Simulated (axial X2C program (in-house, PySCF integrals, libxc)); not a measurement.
## Density and ELF of SnC⁻

Computed with an in-house all-electron X2C program for linear molecules (integrals from PySCF). Two-component (2c) means X2C with spin–orbit coupling and atomic mean-field two-electron Coulomb and Gaunt terms. Basis: Sn dyall-acv3z [12s13p10d5f1g], C dyall-av3z [8s7p3d2f] (cores contracted in-house); Gaussian nuclei, density fitting, unrestricted open shells. Masses: Sn 119.902 u, C 12.000 u.

PBE0, 2c, state Ω = 1/2 (⟨Sz⟩ = 0.49, ⟨Lz⟩ = 0.01 at PBE0); Sn at z = 0, C at z = 1.972 Å.

The maps cover the half plane through the axis: z from -2.4 to 4.2 Å along the bond, ρ from 0.15 to 2.25 Å away from it.

log10 of the density in e/bohr³:

```
 ρ\z  -2.4  -1.8  -1.2  -0.6   0.0   0.6   1.2   1.8   2.4   3.0   3.6   4.2
0.15  -2.8  -2.1  -1.4  -0.1   1.8  -0.1  -0.9   0.0  -0.7  -1.5  -2.4  -3.3
0.45  -2.9  -2.2  -1.5  -0.5   0.4  -0.5  -1.0  -0.7  -0.9  -1.6  -2.5  -3.3
0.75  -3.0  -2.3  -1.7  -1.0  -0.5  -1.0  -1.3  -1.0  -1.2  -1.9  -2.6  -3.4
1.05  -3.1  -2.5  -1.9  -1.4  -1.2  -1.4  -1.6  -1.4  -1.6  -2.1  -2.8  -3.5
1.35  -3.2  -2.6  -2.1  -1.8  -1.6  -1.8  -1.9  -1.9  -2.0  -2.5  -3.1  -3.7
1.65  -3.4  -2.8  -2.4  -2.1  -2.0  -2.1  -2.2  -2.2  -2.4  -2.8  -3.3  -3.9
1.95  -3.6  -3.1  -2.7  -2.4  -2.3  -2.3  -2.5  -2.6  -2.8  -3.1  -3.6  -4.1
2.25  -3.7  -3.3  -2.9  -2.7  -2.6  -2.6  -2.8  -2.9  -3.1  -3.4  -3.8  -4.3
```

Electron localisation function (collinear form, no current term, damped to 0 at low density):

```
 ρ\z  -2.4  -1.8  -1.2  -0.6   0.0   0.6   1.2   1.8   2.4   3.0   3.6   4.2
0.15  0.47  0.78  0.50  0.61  0.75  0.60  0.66  0.30  0.50  0.85  0.49  0.08
0.45  0.44  0.77  0.57  0.39  0.76  0.35  0.66  0.55  0.84  0.83  0.44  0.07
0.75  0.37  0.74  0.67  0.27  0.40  0.20  0.64  0.84  0.87  0.77  0.35  0.05
1.05  0.28  0.69  0.74  0.43  0.26  0.30  0.59  0.78  0.79  0.64  0.25  0.03
1.35  0.18  0.59  0.76  0.66  0.51  0.49  0.54  0.65  0.63  0.45  0.15  0.01
1.65  0.09  0.45  0.71  0.75  0.68  0.58  0.49  0.50  0.44  0.27  0.08  0.01
1.95  0.04  0.29  0.59  0.71  0.69  0.57  0.44  0.37  0.28  0.14  0.03  0.00
2.25  0.01  0.14  0.42  0.59  0.60  0.51  0.38  0.27  0.16  0.06  0.01  0.00
```

Axial spin density in 10⁻³ e/bohr³:

```
 ρ\z  -2.4  -1.8  -1.2  -0.6    0.0   0.6   1.2   1.8    2.4   3.0  3.6  4.2
0.15   0.8   3.0   9.1   1.4  -23.8  -1.8  37.7  96.6  126.7  20.9  2.6  0.4
0.45   0.7   2.4   6.6   2.5   -3.5   0.1  23.3  49.1   65.7  14.6  2.1  0.3
0.75   0.5   1.6   3.4  -0.5   -3.1  -1.7  10.1  20.7   24.7   7.8  1.5  0.3
1.05   0.3   0.8   1.1  -2.8   -7.3  -3.8   3.1   7.5    8.6   3.6  0.9  0.2
1.35   0.2   0.3  -0.1  -2.9   -5.9  -3.5   0.3   2.6    3.0   1.6  0.5  0.1
1.65   0.1   0.1  -0.4  -2.1   -3.6  -2.4  -0.4   0.8    1.1   0.7  0.2  0.1
1.95   0.0  -0.1  -0.4  -1.3   -2.0  -1.5  -0.5   0.2    0.4   0.3  0.1  0.0
2.25   0.0  -0.1  -0.3  -0.8   -1.1  -0.9  -0.4   0.0    0.1   0.1  0.1  0.0
```

The state is one determinant whose occupation by symmetry is held fixed; it was picked as the lowest of a PBE0 search that is not exhaustive. Density functionals use the spin component along the axis (collinear). PBE0 can misorder states that lie within some tenths of an eV, so this need not be the ground state of the molecule. The nearest other 2c determinant of the search, Ω = 3/2, lies 0.23 eV up at the distance of the search. The highest occupied level of some functionals is positive through self-interaction error; at Hartree–Fock it is bound. The determinant is spin-polarised beyond a pure state at some levels (its spin-free form has ⟨S²⟩ too high), which makes Re and μ there less reliable.
